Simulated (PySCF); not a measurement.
**Ionisation energy of Ar(7+) by level of theory**

Ar(7+) [Ne] 3s1 (2S) → Ar(8+) [Ne] (1S), as a difference of total energies. All numbers are calculated (PySCF 2.14, the spin-free X2C one-electron Hamiltonian (Gaussian nucleus), in an uncontracted even-tempered set (19 s from 0.25 bohr⁻², ratio 2.5; 12 p from 0.33 bohr⁻², ratio 2.5; 5 d from 1.6 bohr⁻², ratio 2.7; 5 f from 2.3 bohr⁻², ratio 2.7)). Correlated levels: outer shells: 1s2 frozen; virtual orbitals above 40 to 60 times the deepest correlated orbital energy dropped. The calculations carry no spin-orbit coupling.

Problem. Order these methods by the ionisation energy they give, lowest first.
A. MN15
B. PW91
C. PBE0
D. r2SCAN

Solution. A (142.67 eV), D (143.28 eV), C (144.11 eV), B (144.50 eV).

For comparison: 143.46 eV (semi-empirical (NIST evaluation); NIST Atomic Spectra Database, ionization energies).
